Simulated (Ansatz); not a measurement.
Computed with Ansatz (an electronic-structure program) with frozen-core CCSD(T)/cc-pVTZ // B3LYP-D3(BJ)/def2-TZVP.

Ansatz 0.2 input:
```yaml
crystal:
  periodic: [false, false, false]
  atoms:
    - { symbol: F, position_ang: [-1.080364, -0.628315, -0.071205] }
    - { symbol: C, position_ang: [-0.00197, 0.08195, 0.245157] }
    - { symbol: F, position_ang: [1.112993, -0.568206, -0.073666] }
    - { symbol: H, position_ang: [-0.030658, 1.114572, -0.100286] }
basis:
  gaussian: { orbitals: cc-pVTZ }
correlation:
  method: ccsd_t
magnetization:
  spin_polarized: true
  initial_magnetization: 1
```

Output:

```
Functional definition: HF
642 factors; integrals over basis functions are off by at most 9.8e-4 eV
mean field evaluation 1: about -6457.0391 eV, gradient 2.0e1 eV
mean field evaluation 2: about -6457.0456 eV, gradient 2.0e1 eV
mean field evaluation 4: about -6458.8140 eV, gradient 2.7e0 eV
mean field evaluation 8: about -6458.8972 eV, gradient 1.8e-1 eV
mean field evaluation 16: about -6458.8749 eV, gradient 9.4e-1 eV
mean field -6458.89772954 eV, -237.3601135624 hartree, gradient 2.8e-6 eV, S^2 0.756138; 0 other end points of the search recorded, 0 dependent functions left out
3 core orbitals not correlated
reference -6458.89772954 eV, -237.3601135624 hartree; 10, 9 occupied and 91, 92 virtual orbitals, 642 factors
second order -17.36797049 eV of doubles, -0.00000000 eV of singles
cycle   1  -17.18035818 eV  change    1.9e-1 eV  update   8.4e-2
cycle   2  -17.54520632 eV  change   -3.6e-1 eV  update   2.4e-2
cycle   3  -17.63843174 eV  change   -9.3e-2 eV  update   1.5e-2
cycle   4  -17.62552687 eV  change    1.3e-2 eV  update   4.7e-3
cycle   5  -17.62527982 eV  change    2.5e-4 eV  update   2.2e-3
cycle   6  -17.62652806 eV  change   -1.2e-3 eV  update   6.0e-4
cycle   7  -17.62635961 eV  change    1.7e-4 eV  update   2.3e-4
cycle   8  -17.62637077 eV  change   -1.1e-5 eV  update   9.3e-5
cycle   9  -17.62637904 eV  change   -8.3e-6 eV  update   3.6e-5
cycle  10  -17.62635939 eV  change    2.0e-5 eV  update   1.5e-5
perturbative correction -0.55172821 eV, -0.0202756378 hartree
Total energy: -6477.07581714 eV, -238.0281459601 hartree
```

Cost: about 9 core-seconds (a rough figure).
